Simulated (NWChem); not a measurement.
Species: GeHClF$_{2}$; SMILES [F][GeH]([F])[Cl]

Program: NWChem. The geometry was optimised at PBE0/def2-SVP.

Question: Order these by “orbital gap (eV)”, lowest first: PBE0/pcseg-2; PBE0/STO-3G; PBE0/aug-pcseg-1; PBE0/def2-SVP.

Answer: PBE0/aug-pcseg-1 (8.88), PBE0/pcseg-2 (9.06), PBE0/def2-SVP (9.20), PBE0/STO-3G (9.36)
